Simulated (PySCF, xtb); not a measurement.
BeBrH₃Si, SMILES [Be]([SiH3])[Br].

Harmonic wavenumbers (cm⁻¹) from GFN2-xTB run with xtb at its own minimum, in rising order: 111, 112, 254, 341, 342, 834, 858, 859, 889, 2196, 2197, 2214.

Q: What does ωB97X-D3(BJ)/def2-TZVP (PySCF) give at its own minimum? (Estimate from the structure and the level; the computed values follow.)

A: 163, 163, 271, 497, 497, 881, 937, 959, 959, 2227, 2229, 2229. Paired by order, the mean absolute difference is 67 cm⁻¹ and the zero-point energies are 16.0 and 17.2 kcal/mol.
